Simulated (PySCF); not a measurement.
**Bond length, frequency and bond energy of NaBi by level of theory**

State: ³Σ⁻ (triplet), unpaired electrons π ↑↑. Set-up: Na cc-pVDZ, Bi cc-pVDZ-PP with ECP60; scalar-relativistic core potentials (PySCF 2.14). De refers to Na + Bi in their high-spin ground configurations, without counterpoise correction. The functionals are run spin-unrestricted. A positive dipole means Na(−)Bi(+).

| Level | Re (Å) | ωe (cm⁻¹) | De (eV) | μ (D) |
| --- | --- | --- | --- | --- |
| ROHF | 3.019 | 195 | 0.056 | -7.50 |
| ROHF-MP2 | 3.026 | 193 | 0.69 | n/a |
| ROHF-SCS-MP2 | 3.035 | 191 | 0.68 | n/a |
| ROHF-CCSD | 3.057 | 181 | 0.75 | n/a |
| ROHF-CCSD(T) | 3.063 | 178 | 0.80 | n/a |
| PBE | 3.007 | 182 | 1.20 | -5.21 |
| revPBE | 3.041 | 176 | 1.09 | -5.27 |
| r²SCAN | 3.012 | 182 | 1.10 | -5.95 |
| TPSSh | 3.010 | 185 | 1.21 | -6.06 |
| PBE0 | 2.991 | 188 | 1.09 | -5.94 |
| M06-2X | 2.963 | 191 | 1.00 | -5.56 |
| LC-ωPBE | 2.957 | 201 | 0.95 | -7.25 |

Question: Which functional lies closest to ROHF-CCSD(T) in De, which farthest, and by how much do they differ from it?

Answer: Closest is LC-ωPBE (-10.6 pm in Re, +12.9 % in ωe, +0.15 eV in De against ROHF-CCSD(T) in the same basis), farthest TPSSh (-5.3 pm in Re, +3.9 % in ωe, +0.41 eV in De). CCSD(T) converges more slowly with the basis than the functionals do and binds too weakly in this one, so the order can change at the basis-set limit.

Question: What does a quarter of exact exchange do here, going from PBE to PBE0?

Answer: PBE0 less PBE: -1.6 pm in Re, +3.3 % in ωe, -0.11 eV in De. Exact exchange removes part of the self-interaction that spreads semilocal densities, and in most molecules shortens and stiffens the bond and lowers De; so it does here.

Question: What does the step from GGA to meta-GGA do here, going from PBE to r²SCAN?

Answer: r²SCAN less PBE: +0.5 pm in Re, +0.0 % in ωe, -0.10 eV in De. 

Correlated steps freeze 5 core orbitals. Correlated levels converge slowly with the basis: in double zeta they bind strong bonds too weakly, by up to about 1 eV, and carry superposition errors of some tenths. These are scalar-relativistic numbers at best; spin–orbit coupling would shift them, the dissociation energy most. The state is the lowest determinant that a PBE0 search found; another state may lie lower at other levels.

The whole job (state search and all levels along the bond) took about 1.8 min on 1 thread of Arm Neoverse V2 (shared host), peak memory 0.47 GiB.
